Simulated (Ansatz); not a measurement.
[Cu(NH3)3F]+ (CuN₃FH₉⁺). Charge 1, multiplicity 2. Geometry PBE-D4/def2-SVP, basis def2-TZVP, Ansatz.

| run | HOMO (eV) | LUMO (eV) |
| --- | --- | --- |
| A | -10.28 | -8.34 |
| B | -9.70 | -8.54 |
| C | -11.97 | -6.97 |
| D | -9.85 | -8.97 |
| E | -14.34 | -4.74 |
| F | -9.78 | -8.61 |

No other spin state of charge 1 was run.

HOMO and LUMO are taken over both spins.

Question: The runs used BLYP, LDA (SPW92), PBE, PBE0, r2SCAN, ωB97M-V. Estimate which is which.

Answer: A r2SCAN (0 % exact exchange); B BLYP (0 % exact exchange); C PBE0 (25 % exact exchange); D LDA (SPW92) (0 % exact exchange); E ωB97M-V (range-separated); F PBE (0 % exact exchange). Exact exchange lowers occupied and raises empty levels; among semilocal functionals meta-GGAs tend to open the gap a little, and such runs are hard to tell apart. The gap grows from 0.88 eV (LDA (SPW92)) to 9.60 eV (ωB97M-V).
